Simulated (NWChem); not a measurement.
System: C2H6OSn, singlet; SMILES C[O][Sn][CH3]

```xyz
10

Sn     0.3081    -0.5974     0.0001
C     -1.9021    -0.4791    -0.0003
H     -2.3348    -1.4917    -0.0006
H     -2.2710     0.0573    -0.8907
H     -2.2713     0.0570     0.8902
O      0.6701     1.3729    -0.0009
C     -0.1948     2.4599     0.0005
H     -1.2673     2.1837    -0.0111
H     -0.0279     3.0900     0.8952
H     -0.0120     3.1038    -0.8811
```
Atoms are numbered in this order, from 1.

Program: NWChem. Low-valent species are run as closed-shell singlets; no triplet was tried in these runs. Geometry: optimised at PBE0/def2-SVP. Not confirmed as a minimum by frequencies. def2 effective core potentials on Sn; no spin-orbit coupling.

For level PBE0/STO-3G (all-electron, non-relativistic):

* **highest occupied level (eV)**: -3.14
* **orbital gap (eV)**: 4.54
* **dipole (D)**: 0.81

### Question
What are these values for level PBE0/def2-SVP (core potentials)?

### Answer
highest occupied level (eV): -6.41
orbital gap (eV): 4.34
dipole (D): 1.45
